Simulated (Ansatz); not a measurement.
`O[SiH2]C[TeH]` and `C[SiH2]C[SiH2]O` differ in one atom or group.

Ansatz, PBE0-D4/def2-TZVP geometries, multiplicity 1. Each molecule was computed in one conformer, which needn't be the lowest.

Elements past krypton have def2 core potentials.

```tsv
property	`O[SiH2]C[TeH]`
HOMO–LUMO gap (PBE/def2-TZVPP) / eV	3.63
HOMO energy (PBE0/def2-TZVPP) / eV	-6.46
LUMO energy (B3LYP/def2-TZVPP) / eV	-1.20
size of the dipole moment (PBE/def2-TZVPP) / D	1.34
LUMO energy (PBE0/def2-TZVPP) / eV	-0.98
HOMO–LUMO gap (PBE0/def2-TZVPP) / eV	5.48
```

Task: What does the change do to each property? (An estimate is asked.)

Result: Computed: 
```tsv
property	`C[SiH2]C[SiH2]O`	shift
HOMO–LUMO gap (PBE/def2-TZVPP) / eV	6.20	2.57
HOMO energy (PBE0/def2-TZVPP) / eV	-8.22	-1.76
LUMO energy (B3LYP/def2-TZVPP) / eV	-0.04	1.16
size of the dipole moment (PBE/def2-TZVPP) / D	1.93	0.59
LUMO energy (PBE0/def2-TZVPP) / eV	0.22	1.20
HOMO–LUMO gap (PBE0/def2-TZVPP) / eV	8.44	2.96
```

With PBE0 the HOMO falls by 1.76 eV and the LUMO rises by 1.20 eV, so the gap widens by about 2.96 eV. PBE moves the HOMO by -1.41 eV and ωB97M-V by -1.90 eV. Dipoles are sizes alone; their direction can turn.

B3LYP here is the variant with VWN-RPA as its local correlation; programs differ in this.

Spin–orbit coupling is left out; it splits and shifts lone-pair levels of the heavy atoms by tenths of an eV.
